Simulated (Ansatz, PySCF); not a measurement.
Molecule: sum formula BHBr, charge 0, multiplicity 2. It need not be the lowest isomer of its formula. SMILES: [BH]Br
Geometry: optimised at B3LYP-D3(BJ)/def2-TZVP (Ansatz, a quantum-chemistry and plane-wave program).

Quantity: atomisation energy (electronic, to ground-state atoms), in eV. Valence correlation only, unless marked. Open shells are spin-unrestricted. No spin-orbit coupling. Frozen are the shells of the preceding noble gas and the d and f shells that filled before the atom's block. Non-relativistic. The coupled-cluster limit lacks core correlation, which all-electron functionals hold. CBS(X,Y): correlation extrapolated as X^-3; Hartree-Fock from the larger set (for Q and 5 zeta extrapolated as (X+1)exp(-9√X)). The bracket is a focal-point correction in the basis named.

```json
[
 {"level": "HF/def2-SVP", "program": "Ansatz", "atomisation energy (eV)": "6.10", "minus last row": "-1.38"},
 {"level": "HF/CBS(cc-pVQZ,cc-pV5Z)", "program": "Ansatz", "atomisation energy (eV)": "5.96", "minus last row": "-1.52"},
 {"level": "TPSS-D3(BJ)/def2-TZVPD", "program": "PySCF + dftd3", "atomisation energy (eV)": "7.88", "minus last row": "0.40"},
 {"level": "r2SCAN/def2-TZVPD", "program": "Ansatz", "atomisation energy (eV)": "7.93", "minus last row": "0.45"},
 {"level": "BHLYP-D3(BJ)/def2-TZVPD", "program": "Ansatz + dftd3", "atomisation energy (eV)": "7.46", "minus last row": "-0.02"},
 {"level": "PW6B95/def2-TZVPD", "program": "PySCF", "atomisation energy (eV)": "7.64", "minus last row": "0.16"},
 {"level": "LC-wPBE-D4/def2-TZVPD", "program": "Ansatz + dftd4", "atomisation energy (eV)": "7.64", "minus last row": "0.16"},
 {"level": "MP2/def2-SVPD", "program": "Ansatz", "atomisation energy (eV)": "7.42", "minus last row": "-0.06"},
 {"level": "MP2/aug-cc-pVQZ", "program": "Ansatz", "atomisation energy (eV)": "7.66", "minus last row": "0.18"},
 {"level": "RI-MP2/CBS(cc-pVTZ,cc-pVQZ)", "program": "Ansatz", "atomisation energy (eV)": "7.72", "minus last row": "0.24"},
 {"level": "CCSD/cc-pVDZ", "program": "Ansatz", "atomisation energy (eV)": "6.80", "minus last row": "-0.68"},
 {"level": "CCSD(T)/cc-pVQZ", "program": "Ansatz", "atomisation energy (eV)": "7.39", "minus last row": "-0.09"},
 {"level": "RI-MP2/CBS(aug-cc-pVTZ,aug-cc-pVQZ)+[CCSD(T)-MP2]/aug-cc-pVDZ", "program": "Ansatz", "atomisation energy (eV)": "7.47", "minus last row": "-0.01"},
 {"level": "RI-MP2/CBS(def2-TZVPP,def2-QZVPP)+[CCSD(T)-MP2]/def2-QZVPP", "program": "Ansatz", "atomisation energy (eV)": "7.47", "minus last row": "-0.01"},
 {"level": "CCSD(T)/CBS(cc-pVQZ,cc-pV5Z)", "program": "Ansatz", "atomisation energy (eV)": "7.48", "minus last row": "0.00"}
]
```
